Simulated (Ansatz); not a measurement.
Ta₃Se₁₂, relaxed as a doublet with UKS PBE-D4/def2-SVP in Ansatz, starting from the GFN2-xTB geometry. Force threshold 0.03 eV/Å.

In the def2 sets Ta takes a core potential; there is no spin–orbit coupling. Single mean-field runs in def2-SVP are fitted with def2-universal-jkfit. The relaxation made no stability test and no search for a lower SCF solution.

Start:

```xyz
15

Ta   -0.661   -1.868   -1.775
Ta   -1.457    2.053   -0.180
Ta    1.883    0.193    2.180
Se   -1.376   -4.121   -1.458
Se    1.107   -2.763   -3.663
Se   -0.096   -1.455    1.637
Se    1.909   -0.346   -1.153
Se   -2.796   -1.217   -0.853
Se    0.231    0.888   -1.854
Se   -1.119    0.182    2.670
Se    2.125    1.943   -0.719
Se   -3.884    2.782    0.612
Se   -1.532    4.323   -1.637
Se    1.601   -1.051    4.176
Se    4.065    0.458    2.019
```

| step | energy (eV) | largest force component (eV/Å) | SCF passes |
| --- | --- | --- | --- |
| 1 | -788648.6434 | 5.485 | 98 |
| 2 | -788652.6523 | 1.623 | 68 |
| 3 | -788654.5642 | 1.505 | 108 |
| 4 | -788656.3371 | 2.207 | 51 |
| 5 | -788657.7084 | 1.258 | 44 |
| 6 | -788658.6941 | 0.920 | 45 |
| 7 | -788659.3476 | 0.733 | 46 |
| 8 | -788659.6395 | 0.391 | 48 |
| 9 | -788659.8308 | 0.243 | 41 |
| 10 | -788659.9268 | 0.387 | 41 |
| 11 | -788660.0393 | 0.308 | 41 |
| 13 | -788660.3401 | 0.526 | 41 |
| 15 | -788660.7054 | 0.548 | 42 |
| 17 | -788661.0473 | 0.483 | 42 |
| 19 | -788661.2785 | 0.180 | 41 |
| 21 | -788661.3887 | 0.270 | 39 |
| 23 | -788661.4632 | 0.244 | 36 |
| 25 | -788661.5139 | 0.218 | 39 |
| 27 | -788661.6168 | 0.488 | 43 |
| 29 | -788661.9314 | 0.492 | 40 |
| 31 | -788662.0911 | 0.266 | 34 |
| 33 | -788662.1112 | 0.093 | 33 |
| 35 | -788662.1157 | 0.027 | 29 |

Force components are those of the run's own axes.

End:

| atom | x (Å) | y (Å) | z (Å) |
| --- | --- | --- | --- |
| Ta1 | -0.077 | -1.197 | -1.630 |
| Ta2 | -2.137 | 0.900 | 0.168 |
| Ta3 | 1.331 | 0.180 | 1.458 |
| Se4 | -0.589 | -3.317 | -0.523 |
| Se5 | 0.749 | -1.657 | -3.752 |
| Se6 | -0.913 | -1.413 | 1.134 |
| Se7 | 2.513 | -1.175 | -0.725 |
| Se8 | -2.393 | -0.320 | -2.051 |
| Se9 | 0.531 | 1.716 | -1.428 |
| Se10 | -0.826 | 1.148 | 2.396 |
| Se11 | 2.211 | 2.210 | 0.231 |
| Se12 | -4.292 | 1.427 | 0.786 |
| Se13 | -1.351 | 3.075 | -0.800 |
| Se14 | 2.681 | 0.568 | 3.339 |
| Se15 | 2.559 | -2.145 | 1.399 |

Bonds lost: Se7–Se9, Se7–Se11 (atoms count from 1). Bonds formed: Ta2–Se6, Ta3–Se9, Se4–Se6, Se7–Se15, Se9–Se13 (atoms count from 1). Metal–metal contacts that move far: Ta1–Ta3 5.13 to 3.66 Å, Ta1–Ta2 4.31 to 3.45 Å, Ta2–Ta3 4.49 to 3.77 Å.

No frequencies were taken in this run, so the end may be a saddle point.

Run time 5.9 min (2 threads of AMD EPYC 7R13 on a shared host and a share (18 GiB) of an NVIDIA H100 80GB HBM3), peak host memory 1.2 GiB.
